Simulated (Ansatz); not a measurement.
Reactions of C$_{3}$H$_{5}$BO, SMILES `C=C1CBO1`.

Computed with Ansatz on PBE0-D4/def2-TZVP structures; ΔE is electronic, products minus reactants. CCSD(T)/CBS adds triple-zeta CCSD(T) − MP2 to the extrapolated MP2 energy (def2 sets, frozen cores). This one scheme is used for every species, atoms too. Functionals use def2-TZVPP. No spin–orbit coupling; open shells (•) take unrestricted orbitals. Spin–orbit coupling would lower the free atoms: a little for B, C, O. One conformer a species, not always the lowest.

```tsv
reaction	CCSD(T)/CBS(def2) (kcal/mol)
`C=C1CBO1` → B• + 3 C• + 5 H• + O•	1026.3
`C=C1CBO1` → `BC1=CCO1`	52.7
`C=C1CBO1` → `CC#CBO`	-9.7
`C=C1CBO1` → `OCB1C=C1`	?
`C=C1CBO1` → `OCC1=CB1`	36.9
```

Problem. Fill in the missing values. (Estimate.)

Solution. Ansatz gave: `C=C1CBO1` → `OCB1C=C1`: +35.1 kcal/mol.

Largest T1 diagnostic: 0.014, for `BC1=CCO1`.
